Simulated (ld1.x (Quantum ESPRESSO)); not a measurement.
## Ranking TM semilocal potentials for Tm

All share these settings but for the change named:

```
Element                 : thulium (Tm)
Generator               : ld1.x (Quantum ESPRESSO) 7.5
Type                    : norm-conserving Troullier–Martins (semilocal form)
Functional              : PBEsol
Relativity              : scalar-relativistic
Frozen core             : [Kr] 4d10 5s2
Valence charge          : 21
Reference configuration : 4f13 5p6 5d0 6s2 6p0
Partial waves           : 6s (bound): rc 3.45 bohr; 5p (bound): rc 1.25 bohr; 5d (bound, empty): rc 2.15 bohr; 4f (bound): rc 1.30 bohr
Local potential         : the f channel
Core correction         : Bessel-smoothed model core inside 0.75 bohr
```

Cutoff: the first of the cutoffs (Ry, on a coarse ladder) from which the occupation-weighted sum of valence levels, in a spherical-Bessel basis at the reference potential, stays within 10 and 1 mRy of its value at 400 Ry; the density cutoff is not measured.

The base gives 260 Ry.

Of 11 variants that were run, those that failed, showed a ghost or another fault, or gave nearly equal values are left out.

A variant can come out equal or close to the base.

Q: Rank these variants from softest to hardest (loose cutoff).
A. wave 5d (bound): rc 2.15 bohr becomes 5d (bound): rc 1.96 bohr
B. core [Kr] 4d10, valence charge 23; reference 4f13 5s2 5p6 5d0 6s1 6p0; waves now 5s (bound): rc 1.25 bohr; 5p (bound): rc 1.65 bohr; 5d (bound): rc 3.30 bohr; 4f (bound): rc 1.20 bohr; core correction none
C. wave 4f (bound): rc 1.30 bohr becomes 4f (bound): rc 1.62 bohr

A: C (180 Ry), A (260 Ry), B (300 Ry).
